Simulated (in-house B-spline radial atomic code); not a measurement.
Whole-atom quantities along the 50-electron series, configuration [Kr] 4d10 4f4. Computed with an all-electron radial atomic-structure program (B-spline basis): non-relativistic Hartree-Fock, average of the configuration, point nuclei.

This level leaves out relativity, spin-orbit splitting included, which matters for heavy ions.

```json
{"ion": "Tb15+", "Z": "65", "E/Z² (Eh)": "-2.6405", "Σ<r²> (bohr²)": "10.003", "n(0)/Z³ (bohr⁻³)": "0.71182", "Lamb diamagnetic shielding (ppm)": "7071.79", "repulsion over attraction": "0.13838"}
{"ion": "Dy16+", "Z": "66", "E/Z² (Eh)": "-2.6534", "Σ<r²> (bohr²)": "9.4255", "n(0)/Z³ (bohr⁻³)": "0.71228", "Lamb diamagnetic shielding (ppm)": "7203.41", "repulsion over attraction": "0.13691"}
{"ion": "Ho17+", "Z": "67", "E/Z² (Eh)": "-2.666", "Σ<r²> (bohr²)": "8.903", "n(0)/Z³ (bohr⁻³)": "0.71273", "Lamb diamagnetic shielding (ppm)": "7334.96", "repulsion over attraction": "0.13546"}
{"ion": "Er18+", "Z": "68", "E/Z² (Eh)": "-2.6784", "Σ<r²> (bohr²)": "8.4274", "n(0)/Z³ (bohr⁻³)": "0.71317", "Lamb diamagnetic shielding (ppm)": "7466.46", "repulsion over attraction": "0.13402"}
{"ion": "Tm19+", "Z": "69", "E/Z² (Eh)": "-2.6904", "Σ<r²> (bohr²)": "7.9926", "n(0)/Z³ (bohr⁻³)": "0.7136", "Lamb diamagnetic shielding (ppm)": "7597.91", "repulsion over attraction": "0.13261"}
{"ion": "Yb20+", "Z": "70", "E/Z² (Eh)": "-2.7022", "Σ<r²> (bohr²)": "7.5935", "n(0)/Z³ (bohr⁻³)": "0.71402", "Lamb diamagnetic shielding (ppm)": "7729.32", "repulsion over attraction": "0.1312"}
{"ion": "Lu21+", "Z": "71", "E/Z² (Eh)": "-2.7138", "Σ<r²> (bohr²)": "7.2259", "n(0)/Z³ (bohr⁻³)": "0.71443", "Lamb diamagnetic shielding (ppm)": "7860.69", "repulsion over attraction": "0.12982"}
{"ion": "Hf22+", "Z": "72", "E/Z² (Eh)": "-2.725", "Σ<r²> (bohr²)": "6.8864", "n(0)/Z³ (bohr⁻³)": "0.71484", "Lamb diamagnetic shielding (ppm)": "7992.03", "repulsion over attraction": "0.12846"}
{"ion": "Ta23+", "Z": "73", "E/Z² (Eh)": "?", "Σ<r²> (bohr²)": "?", "n(0)/Z³ (bohr⁻³)": "?", "Lamb diamagnetic shielding (ppm)": "?", "repulsion over attraction": "?"}
{"ion": "W24+", "Z": "74", "E/Z² (Eh)": "?", "Σ<r²> (bohr²)": "?", "n(0)/Z³ (bohr⁻³)": "?", "Lamb diamagnetic shielding (ppm)": "?", "repulsion over attraction": "?"}
{"ion": "Re25+", "Z": "75", "E/Z² (Eh)": "?", "Σ<r²> (bohr²)": "?", "n(0)/Z³ (bohr⁻³)": "?", "Lamb diamagnetic shielding (ppm)": "?", "repulsion over attraction": "?"}
{"ion": "Os26+", "Z": "76", "E/Z² (Eh)": "-2.7678", "Σ<r²> (bohr²)": "5.7539", "n(0)/Z³ (bohr⁻³)": "0.71636", "Lamb diamagnetic shielding (ppm)": "8517.12", "repulsion over attraction": "0.12322"}
```

Task: Fill in the row of Ta23+.

Result: E/Z² (Eh): -2.7361; Σ<r²> (bohr²): 6.5718; n(0)/Z³ (bohr⁻³): 0.71523; Lamb diamagnetic shielding (ppm): 8123.34; repulsion over attraction: 0.12712.

Task: Fill in the row of W24+.

Result: E/Z² (Eh): -2.7469; Σ<r²> (bohr²): 6.2796; n(0)/Z³ (bohr⁻³): 0.71562; Lamb diamagnetic shielding (ppm): 8254.62; repulsion over attraction: 0.1258.

Task: Fill in the row of Re25+.

Result: E/Z² (Eh): -2.7574; Σ<r²> (bohr²): 6.0076; n(0)/Z³ (bohr⁻³): 0.71599; Lamb diamagnetic shielding (ppm): 8385.88; repulsion over attraction: 0.1245.

Task: With what power of Z does the column «Σ<r²> (bohr²)» change over this range?

Result: A fit of the logarithm of its size against log Z from Z = 65 to 76 has slope -3.53. Unscreened non-relativistic hydrogenic orbitals would give -2.
